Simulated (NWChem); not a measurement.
System: C₂H₈OSi; SMILES CC[SiH2]O

Here is an NWChem input.

```
start job
memory heap 200 mb stack 900 mb global 1100 mb
geometry units angstroms noautosym nocenter noautoz
  Si     0.496620    -0.761697     0.127172
  O     -0.917164    -1.553325    -0.291299
  C      0.524579     1.044465    -0.420761
  C     -0.581421     1.917538     0.199531
  H      1.575586    -1.523481    -0.551443
  H      0.711161    -0.808804     1.607192
  H     -1.717176    -1.279113     0.177144
  H      0.460923     1.079813    -1.516851
  H      1.513134     1.453117    -0.162688
  H     -0.516504     1.929671     1.294471
  H     -0.518397     2.956723    -0.144227
  H     -1.579093     1.548582    -0.069175
end
basis spherical
  Si library sto-3g
  O library sto-3g
  C library sto-3g
  H library sto-3g
end
dft
  xc hfexch
  iterations 150
end
property
  shielding
end
task dft property
```

STO-3G and 3-21G are far too small for this property and stand as cheap habits. Geometry: optimised at B3LYP/6-31G* (spherical d).

GIAO values for the isolated, static molecule; σ is the absolute isotropic shielding, δ = σ(reference) − σ with the isolated reference molecule computed at the same levels (13C: tetramethylsilane, 1H: tetramethylsilane, 17O: water, 29Si: tetramethylsilane).

Atoms are numbered as in the input.

**Question.** What results follow from this input? (Hartree-Fock/STO-3G, GIAO.) Quantities: δ Si1 (ppm); δ O2 (ppm); δ C3 (ppm); δ H6 (ppm); δ H7 (ppm); δ H8 (ppm); δ H10 (rotor mean) (ppm).

**Answer.** 
```json
{
  "δ Si1 (ppm)": "-23.6",
  "δ O2 (ppm)": "-95.4",
  "δ C3 (ppm)": "6.2",
  "δ H6 (ppm)": "1.83",
  "δ H7 (ppm)": "-3.71",
  "δ H8 (ppm)": "0.30",
  "δ H10 (rotor mean) (ppm)": "0.52"
}
```
